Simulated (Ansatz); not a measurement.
Molecule: IrO$_{3}$ (charge 0, quartet). The spin state was set by rule; other spins were not relaxed. 
Coordinates optimised at B3LYP-D3(BJ)/def2-TZVP (Ansatz, a first-principles code):
SMILES: [O]=[Ir](=[O])=[O]
```xyz
4

Ir     0.0357    -0.0282    -0.0412
O     -1.2628    -1.1974     0.0197
O     -0.2448     1.4594    -0.9161
O      1.1645     0.0094     1.2933
```
Charge 0, spin multiplicity 4.

Basis-set convergence of Hartree-Fock and CCSD(T) correlation energies (hartree) with Ansatz. Correlated levels leave the core frozen unless marked. UHF or UKS for open shells. Spin-orbit coupling is left out. The frozen core is the preceding noble-gas configuration, with the filled d and f shells of earlier blocks. Past Kr the def2 sets carry scalar-relativistic core potentials.

The T1 diagnostic of CCSD in the largest basis is 0.112, which is high, so the coupled-cluster rows are less sure than usual.

```json
[
 {"basis": "def2-SVP", "functions": "74", "E(HF)": "-327.68496", "E(corr, CCSD(T))": "-0.84405"},
 {"basis": "def2-TZVPP", "functions": "149", "E(HF)": "?", "E(corr, CCSD(T))": "?"}
]
```

Task: What belongs in the gaps?

Result: 
- def2-TZVPP, E(HF): -328.01046
- def2-TZVPP, E(corr, CCSD(T)): -1.06694
